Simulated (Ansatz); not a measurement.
Two isomers of C2H5NSi: A = `C1=N[SiH2]C1`, B = `C[SiH]1C=N1`.

Calculated with Ansatz (gas phase, PBE0-D4/def2-TZVP geometries, no zero-point term in ΔE). CBS: MP2 limit from def2 TZ/QZ plus the TZ coupled-cluster correction, frozen cores. Functionals use def2-TZVPP. B3LYP here is the variant with VWN-RPA as its local correlation; programs differ in this.

(1) Which is lower in electronic energy at CCSD(T)/CBS, and by how much? (An estimate is asked.)

(2) Give E(B) − E(A) in kJ/mol with PBE-D4, r2SCAN-D4, CCSD(T)/def2-SVP, BLYP-D4, CCSD(T)/def2-TZVPP, ωB97M-V, B3LYP-D4. (Estimate.)

(3) Does the order hold for the free energy at 298.15 K (harmonic terms from PBE0-D4)? (Estimate.)

Largest T1 diagnostic: 0.014.

Answers

(1) Computed: A, by 38.3 kJ/mol.

(2) Ansatz gave: PBE-D4 32.1, r2SCAN-D4 31.3, CCSD(T)/def2-SVP 43.4, BLYP-D4 28.9, CCSD(T)/def2-TZVPP 39.5, ωB97M-V 38.0, B3LYP-D4 35.6. None reverses the order clearly.

(3) Ansatz gave: Yes: G(B) − G(A) = +35.9 kJ/mol.

From BLYP to BHLYP (50 % exact exchange), in def2-TZVPP and without D4, E(B) − E(A) moves by +17.7 kJ/mol. Leaving LDA and LC-ωPBE aside and taking each functional with its dispersion term where it has one, the values, not all of them listed here, spread over 15.9 kJ/mol, from BLYP-D4 to BHLYP-D4. LDA lies +10.4 kJ/mol from PBE without D4.
